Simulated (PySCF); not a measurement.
Input file for PySCF: R-HF/3-21G on CF2 (SMILES F[C]F), 2S+1 = 1.

```python
from pyscf import gto, scf, dft, mp
from pyscf.data.elements import chemcore

mol = gto.M(
    atom='''
    F    -1.03221278   -0.20007690    0.00000000
    C    -0.00064480    0.59688481    0.00000000
    F     1.03264264   -0.19784631    0.00000000
    ''',
    basis='3-21g',
    charge=0, spin=0, verbose=3, max_memory=1800)
mf = scf.RHF(mol)
mf.conv_tol = 1e-8
mf.max_cycle = 100
mf.kernel()
if not mf.converged:
    mf = mf.newton().run(mf.mo_coeff, mf.mo_occ)
```

The log:

```
converged SCF energy = -235.37417280149
```

The calculation finished and met its thresholds.

Cost: about 0.10 core-seconds (a rough figure).
